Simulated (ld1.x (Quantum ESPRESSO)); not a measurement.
**Transferability test, PAW potential for osmium**

ld1.x (Quantum ESPRESSO) 7.5 input, shortened:

```
&input
   title='Os', zed=76., rel=1, dft='PBE', iswitch=3,
   config='[Xe] 4f14 5d6.5 6s1.5 6p0'
 /
 &inputp
   pseudotype=3, lpaw=.true., tm=.true., lloc=-1, rcloc=2.75,
   nlcc=.true., new_core_ps=.true., rcore=0.55,
   which_augfun='PSQ', rmatch_augfun_nc=.true.
 /
8
6S  1  0   1.50   0.00  1.95  2.65  0.0
6S  1  0   0.00  -0.10  1.95  2.65  0.0
6P  2  1   0.00   0.00  2.65  3.30  0.0
6P  2  1   0.00   1.50  2.65  3.30  0.0
5D  3  2   6.50   0.00  2.05  2.25  0.0
5D  3  2   0.00   2.35  2.05  2.25  0.0
4F  4  3  14.00   0.00  0.85  1.10  0.0
4F  4  3   0.00  -2.80  0.85  1.10  0.0
 &test
   configts(1)='4f14 5d6.5 6s1.5 6p0'
 /
```

Energies are relative to the spin-unpolarised reference configuration 4f14 5d6.5 6s1.5 6p0; without spin polarisation the order of configurations can differ from experiment. The frozen-core shift is the all-electron ΔE with the core orbitals held at their reference shape minus the fully relaxed ΔE.

Task: Give the all-electron excitation energy and the error of the potential for: 4f14 5d6 6s2 6p0; 4f14 5d6 6s1 6p0; 4f14 5d6 6s0 6p0; 4f14 5d6 6s0 6p2; 4f13 5d7 6s2 6p0; 4f14 5d7 6s1 6p0; 4f14 5d5 6s2 6p1.

Result:

| valence configuration | charge | ΔE all-electron (eV) | error AE − PS (meV) | frozen-core shift (meV) |
| --- | --- | --- | --- | --- |
| 4f14 5d6 6s2 6p0 | 0 | -0.054 | -3.1 | +2.7 |
| 4f14 5d6 6s1 6p0 | +1 | 9.523 | -7.3 | +6.7 |
| 4f14 5d6 6s0 6p0 | +2 | 26.437 | -23 | +22 |
| 4f14 5d6 6s0 6p2 | 0 | 10.400 | -11 | +12 |
| 4f13 5d7 6s2 6p0 | 0 | 50.195 | -2029 | +905 |
| 4f14 5d7 6s1 6p0 | 0 | 0.263 | -6.4 | +7.2 |
| 4f14 5d5 6s2 6p1 | 0 | 6.051 | -55 | +62 |

Levels in the configuration 4f14 5d6 6s0 6p0:

```csv
level,all-electron (eV),pseudo (eV)
4f,-69.120,-69.268
5d,-22.923,-22.976
```

The ghost test of this file was not conclusive.
